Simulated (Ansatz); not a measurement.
`N[Si@H](O)O[Si@@H](N)O` + `N[SiH2][SiH](N)Cl` → `N[Si@H](Cl)[Si@@H](N)O` + `N[SiH2]O[SiH](N)O`  (redistribution)

Computed with Ansatz on PBE0-D4/def2-TZVP structures; ΔE is electronic, products minus reactants. CBS: MP2 limit from def2 TZ/QZ plus the TZ coupled-cluster correction, frozen cores. Functionals use def2-TZVPP. Each species was taken in one conformer, which may not be the lowest.

`N[Si@H](O)O[Si@@H](N)O`:

Z-matrix (Å, degrees):
```
Si
O 1 1.647
O 1 1.629 2 112.1
N 1 1.703 2 110.2 3 116.7
H 1 1.479 2 103.3 3 -118.5
H 2 0.960 1 114.7 3 -82.2
Si 3 1.636 1 139.5 2 -40.0
H 4 1.006 1 121.7 2 69.4
H 4 1.007 1 119.2 2 -142.8
N 7 1.704 3 105.9 1 4.5
O 7 1.636 3 113.1 1 -116.2
H 7 1.477 3 107.5 1 130.6
H 10 1.006 7 122.2 3 -178.9
H 10 1.009 7 120.2 3 28.2
H 11 0.959 7 116.1 3 72.4
```

`N[SiH2][SiH](N)Cl`:

Cartesian coordinates in Å:
```
N -1.699 0.582 -0.803
Si -0.865 0.800 0.694
Si 0.915 -0.710 0.574
N 1.965 -0.239 -0.683
Cl -0.026 -2.556 0.252
H -1.976 -0.355 -1.055
H -2.404 1.246 -1.082
H -0.402 2.213 0.749
H -1.653 0.543 1.938
H 1.728 -0.916 1.796
H 1.577 0.108 -1.546
H 2.841 -0.714 -0.836
```

`N[Si@H](Cl)[Si@@H](N)O`:

```xyz
13

N     0.439    1.760    0.462
Si    0.309    0.758   -0.926
O     1.671    0.497   -1.823
Si   -0.411   -1.275   -0.031
N    -1.733   -1.015    1.007
Cl    1.342   -1.941    0.939
H     0.965    1.445    1.262
H     0.497    2.762    0.366
H    -0.624    1.437   -1.854
H     2.321   -0.098   -1.445
H    -0.751   -2.396   -0.940
H    -1.783   -0.165    1.545
H    -2.241   -1.770    1.438
```

`N[SiH2]O[SiH](N)O`:

```xyz
14

N    -1.202   -0.609    1.244
Si    0.210   -1.509    0.818
O     1.236   -0.553   -0.028
Si    0.987    0.958   -0.618
N    -0.184    0.784   -1.862
O     0.396    1.983    0.510
H    -1.595   -0.743    2.163
H    -1.932   -0.495    0.556
H    -0.086   -2.693   -0.029
H     0.836   -1.928    2.096
H     2.300    1.495   -1.027
H    -0.022    0.115   -2.599
H    -0.617    1.617   -2.231
H    -0.327    1.580    1.008
```

Question: Is it downhill or uphill in electronic energy at CCSD(T)/CBS, and by how much? (Estimate.)

Answer: Ansatz gave: Uphill: ΔE = +2.9 kcal/mol.

Question: What do these levels give: ωB97M-V, PBE, MP2/def2-TZVPP, HF/def2-QZVPP, SCS-MP2/def2-QZVPP, CCSD/CBS(def2)? (An estimate is asked.)

Answer: Ansatz gave: ωB97M-V 2.2, PBE 2.1, MP2/def2-TZVPP 2.4, HF/def2-QZVPP 5.5, SCS-MP2/def2-QZVPP 2.9, CCSD/CBS(def2) 3.4 kcal/mol.

Largest T1 diagnostic among the species: 0.011.

In def2-TZVPP, CCSD(T) changes the Hartree–Fock value by −2.5 kcal/mol (the triples alone add −0.6 kcal/mol) and MP2 by −2.8 kcal/mol. From PBE to PBE0 (25 % exact exchange), in def2-TZVPP and without D4, ΔE moves by +0.9 kcal/mol.
